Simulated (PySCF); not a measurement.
**Distorted geometries of [Sm(SH)2]+**

[Sm(SH)2]+ (singlet in the valence; each metal's 4f electrons, 5 of them, lie in its core potential, out of spins and levels). PySCF 2.14.0, RKS BP86, Sm lcecp-1-SVP with ECP51, S def2-SVP, H def2-SVP; non-relativistic Hamiltonian with scalar-relativistic core potentials where named; density fitting; no spin-orbit coupling. Relaxed geometry:

```xyz
5

Sm   -1.1477    1.0194   -0.2832
S    -0.0724    0.6210    1.9859
H     0.8238   -0.3413    1.6087
S    -0.0724   -0.4923   -2.0216
H     0.8238   -1.1221   -1.2022
```

Order these distorted geometries by energy above the relaxed one, lowest first.
A.
```xyz
5

Sm   -1.2772    0.8586   -0.3455
S    -0.0752    0.6419    1.9896
H     1.0046   -0.3809    1.5563
S    -0.0681   -0.4317   -1.9967
H     0.7710   -1.0032   -1.1160
```
B.
```xyz
5

Sm   -1.4121    1.2981   -0.4333
S    -0.0334    0.5802    2.0227
H     0.8701   -0.2759    1.5895
S    -0.1343   -0.5676   -1.9301
H     1.0648   -1.3501   -1.1611
```
C.
```xyz
5

Sm   -1.1127    0.9599   -0.1161
S     0.2681    0.5654    1.7665
H     0.2599   -0.0206    1.8031
S    -0.0451   -0.5658   -2.1517
H     0.9850   -1.2543   -1.2142
```

A (0.44 eV), B (1.42 eV), C (41.81 eV).

Which forces (eV/Å) act in the one that lies 1.42 eV up?


```
Sm   2.26 -2.07  1.15
S   -2.06  1.62 -1.15
H    0.82 -0.83 -0.61
S    1.50 -0.47  1.96
H   -2.53  1.75 -1.35
```
Forces carry noise of the integration grid, about 0.01 to 0.03 eV/Å.

An lcecp potential fixes the number of 4f electrons, so in runs with it no electron can move into or out of that shell.
